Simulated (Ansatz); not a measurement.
One change: `C=[CH][Sn]([Cl])([Cl])[Cl]` becomes `[F][Sn]([Cl])([Cl])[Cl]`.

Ansatz, PBE0-D4/def2-TZVP geometries, multiplicity 1. Each molecule was computed in one conformer, which needn't be the lowest.

Elements past krypton have def2 core potentials.

```
                                          property  `C=[CH][Sn]([Cl])([Cl])[Cl]`
                 HOMO energy (PBE/def2-TZVPP) / eV                         -7.75
size of the dipole moment (ωB97M-V/def2-TZVPP) / D                          3.50
             LUMO energy (ωB97M-V/def2-TZVPP) / eV                          0.04
    size of the dipole moment (PBE/def2-TZVPP) / D                          3.47
             HOMO–LUMO gap (B3LYP/def2-TZVPP) / eV                          6.50
    zero-point energy (PBE0-D4/def2-TZVP) / kJ/mol                         119.8
```

Problem. What does the change do to each property? (An estimate is asked.)

Solution. Computed: 
| property | `[F][Sn]([Cl])([Cl])[Cl]` | shift |
| --- | --- | --- |
| HOMO energy (PBE/def2-TZVPP) / eV | -8.46 | -0.71 |
| size of the dipole moment (ωB97M-V/def2-TZVPP) / D | 1.16 | -2.34 |
| LUMO energy (ωB97M-V/def2-TZVPP) / eV | -1.11 | -1.15 |
| size of the dipole moment (PBE/def2-TZVPP) / D | 1.07 | -2.40 |
| HOMO–LUMO gap (B3LYP/def2-TZVPP) / eV | 6.13 | -0.37 |
| zero-point energy (PBE0-D4/def2-TZVP) / kJ/mol | 14.9 | -104.9 |

With PBE0 the HOMO falls by 0.89 eV and the LUMO falls by 1.20 eV, so the gap narrows by about 0.31 eV. PBE moves the HOMO by -0.71 eV and ωB97M-V by -1.02 eV. The zero-point energy changes by -104.9 kJ/mol with -12 modes. Dipoles are sizes alone; their direction can turn.

Positive LUMOs are unbound, so they and the gaps depend on the basis.

B3LYP here is the variant with VWN-RPA as its local correlation; programs differ in this.
